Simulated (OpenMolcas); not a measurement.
**Co3+: moving or changing the point charges**

Co3+ among 5 point charges of -1 e arranged as a trigonal bipyramid (D3h), 1.82 Å from the ion, with the axial distance 1.747 Å.
```
   1.8200    0.0000    0.0000  -1.00
  -0.9100    1.5762    0.0000  -1.00
  -0.9100   -1.5762    0.0000  -1.00
   0.0000    0.0000    1.7472  -1.00
   0.0000    0.0000   -1.7472  -1.00
```

```json
{"Program": "OpenMolcas", "Method": "SS-CASPT2, IPEA 0.25 Eh, imaginary shift 0.1 Eh (closed shells correlated: 3s 3p)", "Basis": "ANO-RCC-VDZP [5s4p2d1f]", "Scalar Hamiltonian": "DKH2, point nucleus", "Active space": "6 electrons in 5 orbitals (3d)", "State averaging": "2S+1 = 5 even, 5 roots; 2S+1 = 3 even, 45 roots; 2S+1 = 1 even, 50 roots", "Spin-orbit coupling": "RASSI with atomic mean-field integrals over the reference wave functions"}
```

Runs around this geometry, states (labels of D3, the rotations of D3h). Energies in cm-1 above the lowest state or level, χT in cm3 K/mol.

```json
{"R (Å)": "1.82", "q (e)": "-0.5", "Axial / equatorial distance": "0.96", "Ground state": "5E", "First state of that spin": "5E 340", "First gap with spin-orbit (degeneracies)": "130 (2, 2)", "χT at 300 K": "5.423", "First state of another spin": "3A2 23860"}
{"R (Å)": "1.71", "q (e)": "-1", "Axial / equatorial distance": "0.96", "Ground state": "5E", "First state of that spin": "5E 830", "First gap with spin-orbit (degeneracies)": "210 (2, 2)", "χT at 300 K": "5.326", "First state of another spin": "3A2 23140"}
{"R (Å)": "1.82", "q (e)": "-1", "Axial / equatorial distance": "0.96", "Ground state": "5E", "First state of that spin": "5E 830", "First gap with spin-orbit (degeneracies)": "210 (2, 2)", "χT at 300 K": "5.330", "First state of another spin": "3A2 23800"}
{"R (Å)": "2.01", "q (e)": "-1", "Axial / equatorial distance": "0.96", "Ground state": "5E", "First state of that spin": "5E 740", "First gap with spin-orbit (degeneracies)": "200 (2, 2)", "χT at 300 K": "5.352", "First state of another spin": "3A2 24030"}
{"R (Å)": "1.82", "q (e)": "-1", "Axial / equatorial distance": "1.04", "Ground state": "5E", "First state of that spin": "5E 260", "First gap with spin-orbit (degeneracies)": "100 (2, 2)", "χT at 300 K": "5.133", "First state of another spin": "3A2 23850"}
```

Roots that are degenerate in the reference are averaged as groups; the widest CASPT2 spread within a group is 120 cm-1 (the 2-fold group of multiplicity 5 near 0 cm-1 above the lowest state of its run, R = 1.82, q = -1, ratio = 0.96). Shifts and gaps below about the spread of the groups concerned are not significant. An orbital doublet at a regular site is open to a Jahn-Teller distortion, which this geometry leaves out. Point charges give a weaker field than real ligands, and real ions of this kind are often low spin; the high spin found here belongs to the model. Free-ion shares, where given, are those of the reference states; single-state CASPT2 does not remix them. The ground term spreads over less than 5000 cm-1, several times less than with real ligands, so orbital moments are less quenched and χT lies further from the spin-only value than at real sites (holds for R = 1.82, q = -0.5, ratio = 0.96; R = 1.82, q = -1, ratio = 0.96; R = 2.01, q = -1, ratio = 0.96; R = 1.82, q = -1, ratio = 1.04). Spin-orbit coupling mixes the spin-free states strongly: the lowest level takes only 68 % from its leading state, 5E (holds for R = 1.82, q = -1, ratio = 1.04). This is an electrostatic model: the charges have no orbitals. No measured value stands beside these numbers.
